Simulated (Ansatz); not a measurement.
CH9AlSSi2, SMILES `C[SiH]([SiH3])[S][AlH2]`. Total charge 0; spin multiplicity 1. All single points use the PBE0-D4/def2-TZVP geometry. It is one conformer, not always the lowest.

```xyz
14

C     1.169    0.438   -1.575
Si   -0.085    0.034   -0.259
Si   -0.326   -2.235    0.250
S    -1.921    1.051   -0.399
Al   -0.935    1.949    1.407
H     2.136   -0.019   -1.353
H     1.293    1.520   -1.657
H     0.821    0.060   -2.540
H     0.491    0.653    1.057
H     1.001   -2.881    0.438
H    -1.032   -2.901   -0.877
H    -1.128   -2.369    1.492
H    -1.391    1.430    2.830
H    -0.092    3.270    1.184
```

Task: What is the dipole moment at B3LYP/def2-TZVPP? (Best estimate.)

Result: Ansatz gave: 2.38 D, with components (1.83, -1.18, -0.96) D in this frame, pointing from negative to positive charge.

Task: And with PBE, r2SCAN, ωB97M-V? (Best estimate.)

Result: Ansatz gave: PBE 2.36 D, r2SCAN 2.45 D, ωB97M-V 2.40 D.

Task: Give the Mulliken charges with B3LYP, PBE, ωB97M-V in def2-TZVPP. (An estimate is asked.)

Result: The calculation gave: 
```tsv
atom	B3LYP	PBE	ωB97M-V
C1	-0.36	-0.35	-0.41
Si2	0.40	0.32	0.28
Si3	0.14	0.09	0.05
S4	-0.36	-0.31	-0.31
Al5	0.42	0.33	0.34
H6	0.11	0.11	0.12
H7	0.12	0.12	0.13
H8	0.11	0.11	0.13
H9	-0.12	-0.07	-0.06
H10	-0.06	-0.04	-0.02
H11	-0.05	-0.03	-0.01
H12	-0.04	-0.02	0.00
H13	-0.15	-0.13	-0.12
H14	-0.15	-0.13	-0.12
```

B3LYP here is the variant with VWN-RPA as its local correlation; programs differ in this.
